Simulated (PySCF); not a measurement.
Frontier levels across methods

Compound: C5H6BN.
Structure used (PBE0-D3(BJ)/def2-SVP), in Å, numbered top down from 1:
```
atom  x, y, z in Å
C1    -1.6637    1.6078    1.6570
C2    -1.0986    0.7862    0.9585
B3    -0.4002   -0.2607    0.0726
C4    -1.2309   -1.2944   -0.7086
C5    -1.8858   -2.1139   -1.3258
N6     0.9921   -0.2886   -0.0336
C7     1.9425    0.5824    0.6076
H8    -2.1709    2.3289    2.2721
H9    -2.4680   -2.8351   -1.8713
H10    1.4000   -0.9998   -0.6305
H11    1.4075    1.3095    1.2325
H12    2.6379    0.0201    1.2535
H13    2.5441    1.1405   -0.1298
```

Basis pcSseg-1 throughout (PySCF), one geometry. The structure is a single PBE0-D3(BJ)/def2-SVP conformer in the gas phase; no vibrational or solvent corrections.

How do the orbital energies, the gap and the dipole change with the method?

| method | kind | HOMO (eV) | LUMO (eV) | gap (eV) | μ (D) | SCF cycles |
| --- | --- | --- | --- | --- | --- | --- |
| B97-D | GGA | -6.18 | -1.90 | 4.28 | 1.88 | 16 |
| OPBE | GGA | -6.20 | -1.93 | 4.27 | 1.94 | 17 |
| PBE0 | global hybrid | -7.44 | -1.17 | 6.27 | 1.82 | 14 |
| CAM-B3LYP | range-separated hybrid | -8.74 | -0.04 | 8.70 | 1.77 | 14 |
| wB97X-D | range-separated hybrid | -9.28 | 0.58 | 9.86 | 1.78 | 14 |
| LC-wPBE | range-separated hybrid | -10.15 | 1.01 | 11.16 | 1.77 | 15 |
| HF | Hartree–Fock | -10.25 | 2.43 | 12.68 | 1.44 | 12 |

The HOMO spans 4.07 eV, from B97-D down to HF, and the gap runs from 4.27 eV (OPBE) to 12.68 eV (HF). Over the methods B97-D (0 %), OPBE (0 %), PBE0 (25 %), HF (100 %), a straight line through the gap against the share of exact exchange rises by 0.84 eV for each 10 % (correlation coefficient 1.000). The dipole ranges from 1.44 D (HF) to 1.94 D (OPBE). This basis has no diffuse functions.
